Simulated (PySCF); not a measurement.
# Electric field gradients and quadrupole coupling constants

C₆H₉N₂P.
Z-matrix (Å and degrees, GFN2-xTB geometry), rows numbered from 1:
```
C 
C   1  1.4904
N   2  1.3085  1  119.93
N   3  1.3232  2  111.23  1  -179.73
C   4  1.4217  3  117.32  2   179.52
C   5  1.5001  4  121.00  3   146.39
C   6  1.4990  5   60.04  4   109.96
C   4  1.3435  3  115.75  2     0.04
P   8  1.7208  4  112.47  3    -0.11
H   1  1.0892  2  110.42  3  -124.37
H   1  1.0897  2  110.29  3   116.40
H   1  1.0871  2  109.53  3    -3.79
H   5  1.0821  4  109.50  3     1.76
H   6  1.0788  5  117.88  7   108.88
H   6  1.0793  5  118.05  7  -108.32
H   7  1.0792  5  117.80  6   108.36
H   7  1.0786  5  118.01  6  -108.92
H   8  1.0744  4  120.21  3   179.94
```

Field gradients from the PBE0/pcSseg-1 density (PySCF, non-relativistic), principal values in atomic units, ordered |Vxx| ≤ |Vyy| ≤ |Vzz|:

```tsv
atom	Vxx	Vyy	Vzz
N3	0.2153	0.8054	-1.0207
N4	0.1932	0.4410	-0.6342
```

Task: Find the asymmetry η = (Vxx − Vyy)/Vzz and the couplings χ = eQV/h (234.96 MHz × Q in barn × V in au), with Q(14N) = 0.02044 b.

Result: 
```
atom             environment  nucleus     η  χzz (MHz)  χxx (MHz)  χyy (MHz)
  N3  pyridine-type nitrogen      14N  0.58     -4.902      1.034      3.868
  N4   pyrrole-type nitrogen      14N  0.39     -3.046      0.928      2.118
```

Task: What is Vzz at N4 in SI units (1 au = 9.71736 × 10²¹ V/m²)?

Result: -0.6342 au = -6.163 × 10²¹ V/m².

Task: And the gradient at the other heavy atoms, for which no coupling is worked out here?

Result: 
```json
{"atom": "C1", "environment": "benzylic-type carbon", "Vzz (au)": "0.092", "η": "0.40"}
{"atom": "C2", "environment": "substituted aromatic carbon", "Vzz (au)": "0.232", "η": "0.54"}
{"atom": "C5", "environment": "sp3 carbon bound to nitrogen", "Vzz (au)": "0.343", "η": "0.47"}
{"atom": "C6", "environment": "three-membered-ring carbon", "Vzz (au)": "0.192", "η": "0.08"}
{"atom": "C7", "environment": "three-membered-ring carbon", "Vzz (au)": "0.192", "η": "0.09"}
{"atom": "C8", "environment": "aromatic CH next to a ring nitrogen", "Vzz (au)": "-0.248", "η": "0.21"}
{"atom": "P9", "environment": "phosphorus bonded to 2 C", "Vzz (au)": "-1.043", "η": "0.51"}
```

Task: What couplings would deuterons (Q(2H) = 0.00286 b) have in place of the hydrogens, at this geometry?

Result: 
| atom | bonded to | bond length (Å) | Vzz (au) | η | χzz (kHz) |
| --- | --- | --- | --- | --- | --- |
| H10 | C1 | 1.089 | 0.3108 | 0.03 | 209 |
| H11 | C1 | 1.090 | 0.3101 | 0.03 | 208 |
| H12 | C1 | 1.087 | 0.3134 | 0.02 | 211 |
| H13 | C5 | 1.082 | 0.3139 | 0.11 | 211 |
| H14 | C6 | 1.079 | 0.3318 | 0.07 | 223 |
| H15 | C6 | 1.079 | 0.3306 | 0.08 | 222 |
| H16 | C7 | 1.079 | 0.3306 | 0.08 | 222 |
| H17 | C7 | 1.079 | 0.3323 | 0.07 | 223 |
| H18 | C8 | 1.074 | 0.3399 | 0.09 | 228 |

One conformer (not necessarily the lowest) at the GFN2-xTB geometry, without solvent, vibrations or thermal averaging. GFN2-xTB bond lengths can be off by several hundredths of an ångström, more for odd bonds, and the gradients follow them. A larger basis could move these couplings by a tenth or more.

The run behind these numbers computed NMR shieldings as well. Rough CPU time on one thread of a shared machine: about 90 s.
